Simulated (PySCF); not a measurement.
Compound: meta-cyanophenol, C7H5NO.
Bonds: N1–C2 (triple), C2–C3, C3–C4 (aromatic), C4–C5 (aromatic), C5–C6 (aromatic), C6–C7 (aromatic), C7–O8, C7–C9 (aromatic), C3–C9 (aromatic). Hydrogens: H10 on C4; H11 on C5; H12 on C6; H13 on O8; H14 on C9.

Probes without a nucleus sit at each ring's centroid and 1 Å off its mean plane on both sides; NICS is minus the shielding there, NICSzz its component along the normal. Level: GIAO PBE0/pcSseg-1 (PySCF, non-relativistic, gas phase) on the GFN2-xTB geometry, one conformer.

Ring bond lengths (Å), with Mayer bond orders in brackets: C3–C4 1.393 (1.38), C4–C5 1.384 (1.42), C5–C6 1.382 (1.46), C6–C7 1.395 (1.38), C7–C9 1.388 (1.37), C9–C3 1.394 (1.36).

Problem. What do the NICS probes read (ppm)?

Solution. 
```csv
ring,type,NICS(0),"NICS(1), two faces","NICS(1)zz, two faces",rms pucker (Å),"centre to ring atoms, mean (Å)"
C3–C4–C5–C6–C7–C9,6-membered carbocycle; formal bonds all aromatic,-9.8,-11.0 / -11.0,-26.3 / -26.2,0.00,1.39
```

Problem. What can be read from them?

Solution. 
- C3–C4–C5–C6–C7–C9: mean NICS(1)zz -26.3 ppm, shielded, aromatic by this magnetic criterion (flat ring, no four-coordinate atom).

Problem. And the bond-length index? HOMA = 1 − mean of α(R − Ropt)² over the ring bonds, with Krygowski's 1993 parameters (CC: Ropt 1.388 Å, α 257.7 Å⁻²).

Solution. 
- C3–C4–C5–C6–C7–C9: HOMA 0.99 = 1 − EN − GEO, with mean bond length 1.389 Å, EN = α(Ropt − mean)² = 0.000 and GEO = α × variance = 0.007. The geometric and the magnetic index point the same way.

Conformer computed: `[N:1]#[C:2][c:3]1[cH:4][cH:5][cH:6][c:7]([OH:8])[cH:9]1`: H–O8–C7–C6 180°.
